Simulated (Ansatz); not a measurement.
`N[Si@H](F)S[Si@@H](N)Cl`, charge 0, multiplicity 1.

Q: Give a relaxed structure at PBE0-D4/def2-TZVP (Ansatz). (Estimate.)

A: The calculation gave: 
Cartesian coordinates in Å:
```
N -0.536 0.011 -1.916
Si -0.966 1.204 -0.791
F 0.291 2.183 -0.684
S -1.502 0.313 1.060
Si 0.137 -1.031 1.287
N 1.591 -0.197 1.075
Cl -0.160 -1.831 3.168
H 0.030 0.221 -2.720
H -1.067 -0.836 -2.020
H -2.109 2.083 -1.126
H 0.111 -2.185 0.368
H 1.725 0.742 1.409
H 2.456 -0.677 0.890
```
This is one stationary point; other conformers may exist.
